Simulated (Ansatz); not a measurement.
Consider the ligand exchange at the Al–F bond: `[CH3][Al]([OH])[F]` + H₂Se → `[CH3][Al]([OH])[SeH]` + H–F.

Program: Ansatz. Geometries: PBE0-D4/def2-TZVP. ΔE: electronic, gas phase. CCSD(T)/CBS adds triple-zeta CCSD(T) − MP2 to the extrapolated MP2 energy (def2 sets, frozen cores). This one scheme is used for every species. DFT in def2-TZVPP. For Se outer-core shells are correlated without core-valence functions, which leaves a few kJ/mol of doubt a bond. Scalar relativity is left out up to krypton. One conformer a species, not always the lowest.

```json
{"species": "`[CH3][Al]([OH])[F]`", "revPBE-D4 energy (Eh)": "-458.14700"}
{"species": "H₂Se", "revPBE-D4 energy (Eh)": "-2402.55514"}
{"species": "`[CH3][Al]([OH])[SeH]`", "revPBE-D4 energy (Eh)": "-2760.22109"}
{"species": "H–F", "revPBE-D4 energy (Eh)": "-100.45779"}
```

Task: Work out ΔE.

Result: ΔE = (-2760.22109) + (-100.45779) − (-458.14700) − (-2402.55514) = 0.02326 Eh = +61.1 kJ/mol. CCSD(T)/CBS gives +65.4 kJ/mol.

Largest T1 diagnostic among the species: 0.012.

In def2-TZVPP, CCSD(T) changes the Hartree–Fock value by −11.7 kJ/mol (the triples alone add −2.9 kJ/mol) and MP2 by −15.5 kJ/mol. From r2SCAN to r2SCAN0 (25 % exact exchange), in def2-TZVPP and without D4, ΔE moves by −3.3 kJ/mol. Leaving LDA and LC-ωPBE aside and taking each functional with its dispersion term where it has one, the values, not all of them listed here, spread over 21.9 kJ/mol, from HSE06-D4 to CAM-B3LYP-D4.
